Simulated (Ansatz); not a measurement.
C4H10Si, SMILES `C/C=C(\C)[SiH3]`: the same geometry under several functionals.

```yaml
crystal:
  periodic: [false, false, false]
  atoms:
    - {symbol: C, position_ang: [-1.185660, -1.052141, 1.526079]}
    - {symbol: C, position_ang: [-0.847467, 0.079416, 0.615858]}
    - {symbol: C, position_ang: [0.177639, 0.174536, -0.239047]}
    - {symbol: C, position_ang: [1.218434, -0.885938, -0.448061]}
    - {symbol: Si, position_ang: [0.338960, 1.729835, -1.253202]}
    - {symbol: H, position_ang: [-1.201015, -0.712324, 2.566717]}
    - {symbol: H, position_ang: [-2.190566, -1.428374, 1.308893]}
    - {symbol: H, position_ang: [-0.489874, -1.887185, 1.454184]}
    - {symbol: H, position_ang: [-1.536497, 0.921182, 0.674340]}
    - {symbol: H, position_ang: [2.218197, -0.496370, -0.229669]}
    - {symbol: H, position_ang: [1.064266, -1.769799, 0.172200]}
    - {symbol: H, position_ang: [1.235994, -1.211768, -1.493282]}
    - {symbol: H, position_ang: [1.645437, 2.399581, -0.994475]}
    - {symbol: H, position_ang: [-0.765455, 2.668236, -0.920090]}
    - {symbol: H, position_ang: [0.295608, 1.420312, -2.710845]}
basis:
  gaussian: {orbitals: def2-TZVPP}
hamiltonian: {xc: {name: wB97M-V}}
output: {forces: true, orbitals: {seedname: orbitals}}
```

```sh
$ ansatz run in.yaml --threads 4 --pin off --events-out ev --progress --plain --max-ram 10444MiB
```

It prints (some lines left out):

```
Functional definition: wB97M-V
1601 factors; their error is unknown
418 factors; integrals over basis functions are off by at most 1.0e-5 eV
mean field evaluation 1: about -12181.3053 eV, gradient 4.9e1 eV
mean field evaluation 2: about -12183.6505 eV, gradient 3.7e1 eV
mean field evaluation 4: about -12186.9146 eV, gradient 1.4e0 eV
mean field evaluation 8: about -12186.9364 eV, gradient 4.0e-2 eV
mean field evaluation 16: about -12186.9181 eV, gradient 1.2e-4 eV
mean field -12186.91814349 eV, -447.8609811835 hartree, gradient 3.3e-5 eV, S^2 0.000000; 0 other end points of the search recorded, 0 dependent functions left out
reference -12186.91820267 eV, -447.8609833582 hartree; 24, 24 occupied and 282, 282 virtual orbitals, 1601 factors
Total energy: -12186.91820267 eV, -447.8609833582 hartree
Atom 0 at    -1.185660    -1.052141     1.526079 Å, force    -0.085826    -0.225031     0.194310 eV/Å
Atom 1 at    -0.847467     0.079416     0.615858 Å, force     0.074011     0.219398    -0.178916 eV/Å
Atom 2 at     0.177639     0.174536    -0.239047 Å, force    -0.212304     0.156586     0.070871 eV/Å
Atom 3 at     1.218434    -0.885938    -0.448061 Å, force     0.194836    -0.209395    -0.029813 eV/Å
Atom 4 at     0.338960     1.729835    -1.253202 Å, force     0.021577     0.148058    -0.101108 eV/Å
Atom 5 at    -1.201015    -0.712324     2.566717 Å, force     0.010512    -0.028327    -0.091923 eV/Å
Atom 6 at    -2.190566    -1.428374     1.308893 Å, force     0.091168     0.029467     0.010816 eV/Å
Atom 7 at    -0.489874    -1.887185     1.454184 Å, force    -0.062949     0.065027     0.012587 eV/Å
Atom 8 at    -1.536497     0.921182     0.674340 Å, force     0.051020    -0.057908    -0.006260 eV/Å
Atom 9 at     2.218197    -0.496370    -0.229669 Å, force    -0.078791    -0.027344    -0.010818 eV/Å
Atom 10 at     1.064266    -1.769799     0.172200 Å, force     0.027052     0.068446    -0.059921 eV/Å
Atom 11 at     1.235994    -1.211768    -1.493282 Å, force    -0.009003     0.024580     0.080003 eV/Å
Atom 12 at     1.645437     2.399581    -0.994475 Å, force    -0.145043    -0.080859    -0.023075 eV/Å
Atom 13 at    -0.765455     2.668236    -0.920090 Å, force     0.120067    -0.109504    -0.032303 eV/Å
Atom 14 at     0.295608     1.420312    -2.710845 Å, force     0.003672     0.026805     0.165550 eV/Å
Dipole moment:    -0.048532    -0.212951     0.159709 e Å
```

Run time 7 s (4 threads of an Intel Xeon Platinum 8488C on a shared host); peak host memory 1.3 GiB.

The same input with `hamiltonian: {xc: {name: BLYP}, dispersion: d4}` and no forces (abridged; 1.6 s):

```
Functional definition: BLYP
mean field evaluation 16: about -12187.4702 eV, gradient 7.5e-4 eV
mean field -12187.47022284 eV, -447.8812697254 hartree, gradient 5.9e-5 eV, S^2 0.000000
Total energy: -12188.16604868 eV, -447.9068408533 hartree
```

The same input with `hamiltonian: {xc: {name: BHLYP}, dispersion: d4}` and no forces (abridged; 2.3 s):

```
Functional definition: BHLYP
mean field evaluation 16: about -12187.4008 eV, gradient 5.9e-5 eV
mean field -12187.40077267 eV, -447.8787174788 hartree, gradient 5.9e-5 eV, S^2 0.000000
Total energy: -12187.76897395 eV, -447.8922486260 hartree
```

The same input with `hamiltonian: {xc: {name: PBE-QIDH}}` and no forces (abridged; 4.8 s):

```
Functional definition: PBE-QIDH
mean field evaluation 16: about -12170.1842 eV, gradient 8.1e-5 eV
mean field -12170.18419591 eV, -447.2460199526 hartree, gradient 8.3e-6 eV, S^2 0.000000
9 core orbitals not correlated: weight in the atoms' cores, before any rotation towards them, 1.000 or more for the frozen orbitals, at most 0.000 for the correlated occupied ones
second order -24.86163405 eV of doubles, -0.00000000 eV of singles
Total energy: -12178.47142253 eV, -447.5505699134 hartree
```

With the line `hamiltonian: {xc: {name: B2PLYP}}` and no forces (abridged; 4.2 s):

```
Functional definition: B2PLYP
mean field evaluation 16: about -12175.4349 eV, gradient 1.2e-4 eV
mean field -12175.43493158 eV, -447.4389809294 hartree, gradient 8.1e-6 eV, S^2 0.000000
9 core orbitals not correlated: weight in the atoms' cores, before any rotation towards them, 1.000 or more for the frozen orbitals, at most 0.000 for the correlated occupied ones
second order -26.76542168 eV of doubles, -0.00000000 eV of singles
Total energy: -12182.66179956 eV, -447.7045634290 hartree
```

Changing it to `hamiltonian: {xc: pbe, dispersion: d4}` (abridged; 2 s):

```
Functional definition: PBE
mean field evaluation 16: about -12179.7681 eV, gradient 8.4e-4 eV
mean field -12179.76808799 eV, -447.5982214903 hartree, gradient 6.9e-6 eV, S^2 0.000000
Total energy: -12180.08453092 eV, -447.6098505534 hartree
Atom 0 force     0.014108     0.032822    -0.031554 eV/Å
Atom 1 force    -0.286033    -0.048807     0.254955 eV/Å
Atom 2 force     0.293686     0.052629    -0.264687 eV/Å
Atom 3 force    -0.023457     0.036719    -0.000204 eV/Å
Atom 4 force     0.007924     0.010738    -0.011763 eV/Å
Atom 5 force    -0.017003     0.052366     0.215319 eV/Å
Atom 6 force    -0.204770    -0.083930    -0.023175 eV/Å
Atom 7 force     0.143825    -0.183302    -0.008427 eV/Å
Atom 8 force    -0.153306     0.177688     0.019098 eV/Å
Atom 9 force     0.206897     0.063934     0.031141 eV/Å
Atom 10 force    -0.027988    -0.191389     0.130196 eV/Å
Atom 11 force     0.021812    -0.069842    -0.205973 eV/Å
Atom 12 force     0.134897     0.074289     0.018278 eV/Å
Atom 13 force    -0.110970     0.099679     0.030045 eV/Å
Atom 14 force     0.000378    -0.023594    -0.153250 eV/Å
Dipole moment:    -0.044454    -0.224841     0.163319 e Å
```
